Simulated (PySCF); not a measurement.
PySCF 2.14 output of an unrestricted PBE calculation on a single atom or ion in x2c-QZVPPall, with the spin-free X2C one-electron Hamiltonian (Gaussian nucleus):

```
SCF conv_tol = 1e-09
number electrons alpha = 6  beta = 6
    J. P. Perdew, K. Burke, and M. Ernzerhof.,  Phys. Rev. Lett. 77, 3865 (1996)
    J. P. Perdew, K. Burke, and M. Ernzerhof.,  Phys. Rev. Lett. 78, 1396 (1997)
    J. P. Perdew, K. Burke, and M. Ernzerhof.,  Phys. Rev. Lett. 77, 3865 (1996)
    J. P. Perdew, K. Burke, and M. Ernzerhof.,  Phys. Rev. Lett. 78, 1396 (1997)
cycle= 1 E= -288.941836434228  delta_E= -0.00771  |g|= 0.0179  |ddm|= 0.137
cycle= 2 E= -288.941857376742  delta_E= -2.09e-05  |g|= 0.0101  |ddm|= 0.0112
cycle= 3 E= -288.941866227262  delta_E= -8.85e-06  |g|= 6.06e-05  |ddm|= 0.00269
cycle= 4 E= -288.941866227411  delta_E= -1.49e-10  |g|= 9.28e-06  |ddm|= 5.03e-05
converged SCF energy = -288.941866227411  <S^2> = 3.5527137e-15  2S+1 = 1
```

The run itself started from symmetry-adapted Hartree-Fock orbitals and held the occupation by maximum overlap, on a logarithmic radial grid, so the iterations belong to that start.

Q: Which element, charge and spin multiplicity is this?

A: Si²⁺ (silicon, charge +2), multiplicity 1; the state was [Ne] 3s2, closed-shell 1S.
